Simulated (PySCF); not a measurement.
# Computed properties of B-trichloroborazine (B3Cl3H3N3), SMILES ClB1NB(Cl)NB(Cl)N1

B3Cl3H3N3, SMILES N1B(NB(NB1Cl)Cl)Cl. Coordinates come from a B3LYP-D3(BJ)/def2-SVP optimisation. The values are those of a single conformer. All values are computed for the isolated molecule unless a solvent is named; none is compared with measurement here.

**Structure.** The optimised structure has D3h symmetry. All 30 harmonic modes at B3LYP-D3(BJ)/def2-SVP (PySCF) are real, so it is a minimum. With heavy atoms numbered as in [Cl:1][B:2]1[NH:3][B:4]([Cl:5])[NH:6][B:7]([Cl:8])[NH:9]1, the shortest bond between them is B4–N6 at 1.425 Å and the longest B4–Cl5 at 1.782 Å.

**Vibrations.** The strongest infrared lines (harmonic, unscaled, degenerate partners summed) lie at 1491 cm⁻¹ (2323 km/mol, N 45 %, B 42 %, H 12 %), 732 cm⁻¹ (249 km/mol, H 77 %, N 15 %, B 8 %), 757 cm⁻¹ (189 km/mol, N 49 %, B 34 %, Cl 15 %). The softest mode is at 96 cm⁻¹ and the zero-point energy is 44.2 kcal/mol.

**Electronic structure.** CAM-B3LYP/def2-SVP (PySCF) places the frontier levels at -9.67 and 1.52 eV, a gap of 11.19 eV, and gives a dipole moment of 0.00 D and a mean polarisability of 75.1 bohr³. PBE/def2-SVP (PySCF) at the same geometry gives -6.98 and -0.66 eV, so its gap is 4.87 eV narrower. An orbital gap is neither the optical nor the fundamental gap.

**Excitations.** TDA-PBE0/def2-SVPD (PySCF) has S1 at 6.93 eV (179 nm, f = 0.000, dark); the most intense of the 6 singlets computed lies at 7.56 eV (f = 0.00). Strengths of degenerate partners are summed. T1 (TDA) is at 6.45 eV, 0.48 eV under S1. TDA-PBE/def2-SVPD (PySCF) puts S1 at 6.21 eV. No vertical singlet excitation falls in the visible range (under 3.1 eV).

**NMR.** GIAO shifts at HF/pcSseg-1 (PySCF) (non-relativistic, atoms alike by connectivity averaged): ¹H at 4.9 ppm against TMS; ¹¹B at 21.1 ppm against BF3. Without spin–orbit terms, shifts of atoms bonded to Cl or Br come out too high.
